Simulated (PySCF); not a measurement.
## Correlation energy of Ce³⁺ (cerium, charge +3)

Starting occupation: [Xe] 4f1, 4f7/2 with m_j = +7/2. Computed with PySCF 2.14 in x2c-QZVPPall-2c (16s16p12d6f4g1h, 213 functions), with X2C-1e with screened-nucleus spin-orbit coupling, Gaussian nucleus. Frozen: [Ar] 3d10; 27 electrons correlated; the 38 highest virtual spinors left out.

MP2 pair energies summed by pair of shells (mhartree):

```
       pair   energy  share (%)
4d3/2-4d5/2  -170.21       15.1
4d5/2-4d5/2  -114.52       10.1
4d5/2-5p3/2   -67.22        5.9
5p3/2-5p3/2   -62.41        5.5
5p1/2-5p3/2   -60.23        5.3
4d3/2-4d3/2   -58.50        5.2
4d5/2-4p3/2   -54.12        4.8
4d3/2-5p3/2   -46.54        4.1
4d3/2-4p3/2   -36.51        3.2
4d5/2-5p1/2   -35.72        3.2
4d5/2-4f7/2   -34.78        3.1
5p3/2-5s1/2   -29.18        2.6
4d5/2-4p1/2   -27.34        2.4
4d5/2-5s1/2   -26.77        2.4
4d3/2-5p1/2   -26.00        2.3
4d3/2-4f7/2   -21.96        1.9
4f7/2-5p3/2   -20.28        1.8
4d3/2-4p1/2   -19.31        1.7
4d5/2-4s1/2   -18.45        1.6
4d3/2-5s1/2   -18.35        1.6
4p3/2-4p3/2   -17.36        1.5
4p1/2-4p3/2   -16.65        1.5
5p1/2-5p1/2   -15.71        1.4
5p1/2-5s1/2   -15.01        1.3
4d3/2-4s1/2   -12.50        1.1
4p3/2-4s1/2   -12.12        1.1
4f7/2-5p1/2    -9.91        0.9
4p3/2-5p3/2    -9.71        0.9
4p3/2-5s1/2    -7.82        0.7
5s1/2-5s1/2    -7.64        0.7
```

Total MP2 correlation energy: -1130.1 mhartree.

This basis was not built for core-valence correlation, so the inner-shell part is incomplete.
